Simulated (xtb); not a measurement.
C₂H₆Te, charge -1, doublet, at the geometry of the source list (a state made from the parent by changing its charge; the spin is typed, not shown lowest); xtb with GFN1-xTB.

xtb was given this input:
```
$ xtb mol.xyz --gfn 1 --chrg -1 --uhf 1 --json

# file mol.xyz
9

C      1.58710000    -0.09640000     0.02730000
Te     0.06580000     0.68660000    -1.30570000
C     -1.58550000     0.10180000    -0.03050000
H      2.04770000    -0.97560000    -0.40480000
H      2.34410000     0.65480000     0.20250000
H      1.12590000    -0.36030000     0.96760000
H     -1.21530000    -0.55540000     0.74240000
H     -2.32110000    -0.42430000    -0.62090000
H     -2.04860000     0.96880000     0.42210000
```

What the program printed (banner, timings and long lists left out):

```
   ID    Z sym.   atoms
    1    6 C      1, 3
    2   52 Te     2
    3    1 H      4-9

           -------------------------------------------------
          |                Calculation Setup                |
           -------------------------------------------------

           -------------------------------------------------
          |                 G F N 1 - x T B                 |
           -------------------------------------------------

          ...................................................
          :                      SETUP                      :
          :.................................................:
          :  # basis functions                  30          :
          :  # atomic orbitals                  29          :
          :  # shells                           19          :
          :  # electrons                        21          :
          :  # halogen bonds                     0          :
          :  max. iterations                   250          :
          :  Hamiltonian                  GFN1-xTB          :
          :  restarted?                      false          :
          :  GBSA solvation                  false          :
          :  PC potential                    false          :
          :  electronic temp.          300.0000000     K    :
          :  accuracy                    1.0000000          :
          :  -> integral cutoff          0.2500000E+02      :
          :  -> integral neglect         0.1000000E-07      :
          :  -> SCF convergence          0.1000000E-05 Eh   :
          :  -> wf. convergence          0.2000000E-04 e    :
          :  Broyden damping             0.4000000          :
          :  net charge                         -1          :
          :  unpaired electrons                  1          :
          ...................................................

 iter      E             dE          RMSdq      gap      omega  full diag
   1    -11.4348425 -0.114348E+02  0.685E+00    0.83       0.0  T
   2    -11.4410549 -0.621238E-02  0.419E+00    0.79       1.0  T
   3    -11.4416785 -0.623620E-03  0.496E-01    0.81       1.0  T
   4    -11.4420246 -0.346123E-03  0.700E-02    0.81       1.0  T
   5    -11.4420395 -0.148569E-04  0.171E-02    0.80       1.9  T
   6    -11.4420404 -0.878394E-06  0.380E-03    0.80       8.8  T
   7    -11.4420404 -0.181663E-07  0.271E-03    0.80      12.3  T
   8    -11.4420404 -0.161467E-07  0.154E-04    0.80     216.8  T
   9    -11.4420404 -0.169003E-10  0.330E-05    0.80    1009.4  T

   *** convergence criteria satisfied after 9 iterations ***

         :::::::::::::::::::::::::::::::::::::::::::::::::::::
         ::                     SUMMARY                     ::
         :::::::::::::::::::::::::::::::::::::::::::::::::::::
         :: total energy             -11.327811387577 Eh    ::
         :: gradient norm              0.109325105125 Eh/a0 ::
         :: HOMO-LUMO gap              0.802260807269 eV    ::
         ::.................................................::
         :: SCC energy               -11.442040401231 Eh    ::
         :: -> electrostatic           0.112356584213 Eh    ::
         :: repulsion energy           0.116799356650 Eh    ::
         :: dispersion energy         -0.002570342995 Eh    ::
         :: halogen bond corr.         0.000000000000 Eh    ::
         :: add. restraining           0.000000000000 Eh    ::
         :: total charge              -1.000000000000 e     ::
         :::::::::::::::::::::::::::::::::::::::::::::::::::::

           -------------------------------------------------
          |                Property Printout                |
           -------------------------------------------------

    * Orbital Energies and Occupations

         #    Occupation            Energy/Eh            Energy/eV
      -------------------------------------------------------------
         1        2.0000           -0.8672463             -23.5990
         2        2.0000           -0.3964294             -10.7874
         3        2.0000           -0.3935054             -10.7078
         4        2.0000           -0.3006761              -8.1818
         5        2.0000           -0.2960072              -8.0548
         6        2.0000           -0.2918283              -7.9411
         7        2.0000           -0.2850137              -7.7556
         8        2.0000           -0.2189038              -5.9567
         9        2.0000           -0.1966186              -5.3503
        10        2.0000           -0.1100096              -2.9935
        11        1.0000            0.0125630               0.3419 (HOMO)
        12        0.0000            0.0420456               1.1441 (LUMO)
        13                          0.1080868               2.9412
        14                          0.1262346               3.4350
        15                          0.1341235               3.6497
        16                          0.1412885               3.8447
        17                          0.1492616               4.0616
        18                          0.1763967               4.8000
        19                          0.2375371               6.4637
        20                          0.2642008               7.1893
        21                          0.2813619               7.6562
        22                          0.3664239               9.9709
       ...                                ...                  ...
        29                          0.7289742              19.8364
      -------------------------------------------------------------
                  HL-Gap            0.0294825 Eh            0.8023 eV
             Fermi-level           -0.0107095 Eh           -0.2914 eV

  Mulliken/CM5 charges         n(s)   n(p)   n(d)
     1C    -0.16428 -0.32601   1.048  3.116  0.000
     2Te   -0.35694 -0.34312   1.984  4.190  0.183
     3C    -0.16302 -0.32498   1.048  3.115  0.000
     4H    -0.06267 -0.01143   1.063  0.000  0.000
     5H    -0.06854 -0.01706   1.069  0.000  0.000
     6H    -0.02682  0.02530   1.027  0.000  0.000
     7H    -0.02666  0.02548   1.027  0.000  0.000
     8H    -0.06874 -0.01710   1.069  0.000  0.000
     9H    -0.06233 -0.01108   1.062  0.000  0.000

Wiberg/Mayer (AO) data.
largest (>0.10) Wiberg bond orders for each atom

 ---------------------------------------------------------------------------
     #   Z sym  total        # sym  WBO       # sym  WBO       # sym  WBO
 ---------------------------------------------------------------------------
     1   6 C    3.933 --     5 H    1.004     4 H    1.003     6 H    0.996
                             2 Te   0.851
     2  52 Te   1.908 --     3 C    0.853     1 C    0.851
     3   6 C    3.935 --     8 H    1.005     9 H    1.003     7 H    0.996
                             2 Te   0.853
     4   1 H    1.070 --     1 C    1.003
     5   1 H    1.084 --     1 C    1.004
     6   1 H    1.015 --     1 C    0.996
     7   1 H    1.014 --     3 C    0.996
     8   1 H    1.086 --     3 C    1.005
     9   1 H    1.068 --     3 C    1.003
 ---------------------------------------------------------------------------

Topologies differ in total number of bonds
Writing topology from bond orders to xtbtopo.mol

 dipole moment from electron density (au)
     X       Y       Z
  -0.0930  -0.9201   1.7414  total (Debye):    5.012

           -------------------------------------------------
          | TOTAL ENERGY              -11.327811387577 Eh   |
          | GRADIENT NORM               0.109325105125 Eh/α |
          | HOMO-LUMO GAP               0.802260807269 eV   |
           -------------------------------------------------

normal termination of xtb
```
